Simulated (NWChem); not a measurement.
System: BiHTeCl2; SMILES [Cl][Bi]([Cl])[TeH]

```xyz
5

Bi    -0.0048     0.7573     0.4585
Cl    -2.0231     1.0657    -0.9335
Cl     1.7487     1.5978    -1.0789
Te     0.0692    -2.0376    -0.0896
H      1.4654    -2.1766     0.8120
```
Atoms are numbered in this order, from 1.

All runs: NWChem. Medium grid unless said otherwise, to which SCAN and Minnesota functionals are sensitive. The geometry was optimised at PBE0/def2-SVP. def2 effective core potentials on Te, Bi; no spin-orbit coupling. Hybrids' shares of exact exchange are those that their runs print; pure functionals count as 0. The functionals differ in more than this share.

```csv
row,share of exact exchange,highest occupied level (eV)
PBE/def2-SVP,0.00,-5.73
OLYP/def2-SVP,0.00,-5.52
B3LYP/def2-SVP,0.20,-6.52
B3PW91/def2-SVP,0.20,-6.64
MN15/def2-SVP,0.44,-7.29
Hartree-Fock/def2-SVP,1.00,withheld
```

Problem. Fit a straight line of the last column on the one before it, predict the withheld value, and compare with the run.

Solution. 
1. Means of the 5 shown rows: x = 0.168, y = -6.340. Slope Σ(x − x̄)(y − ȳ)/Σ(x − x̄)² = -0.5140/0.1325 = -3.880; intercept -5.688.
2. The shown rows scatter about the line by 0.123 (root mean square); the largest residual is -0.18, at B3PW91/def2-SVP.
3. At x = 1.00 (Hartree-Fock/def2-SVP; beyond the shown range) the line gives -9.57.
4. The run gives -9.11, +0.46 from the line, 3.8 times the scatter.
